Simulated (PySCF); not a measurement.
Trifluoroacetic acid, C2HF3O2.
Atom-mapped SMILES: `[O:1]=[C:2]([OH:3])[C:4]([F:5])([F:6])[F:7]` (hydrogens: H8 on O3)

Computed, not measured: PBE0-D3(BJ)/def2-TZVP geometry optimisation, gas phase (PySCF).

Problem. List the bond lengths, angles and torsions at this level.

Solution. 
```csv
bond,length (Å),order
O1=C2,1.191,double
C2–O3,1.328,single
C2–C4,1.545,single
C4–F5,1.320,single
"C4–F6, C4–F7",1.332,single
O3–H8,0.968,single
```

Bonds in one row agree within 0.01 Å and their mean is given. Orders are formal, as drawn. A selection of angles:
```csv
angle,degrees
O1–C2–O3,126.5
O1–C2–C4,123.5
O3–C2–C4,110.0
C2–O3–H8,107.7
C2–C4–F5,110.3
F5–C4–F6,108.7
F6–C4–F7,108.4
```

Dihedral angles: O1–C2–C4–F5 -1° (synperiplanar); H8–O3–C2–O1 0° (synperiplanar).

The 2 C–O bonds span 1.191 Å (O1=C2, drawn double) to 1.328 Å (C2–O3, drawn single), a spread of 0.137 Å.

Point group: Cs (every atom within 0.08 Å of its image). No PBE0-D3(BJ)/def2-TZVP frequencies stand behind this structure, so it isn't proved a minimum. One conformer, not necessarily the lowest (O1–C2–O3–H 0°).
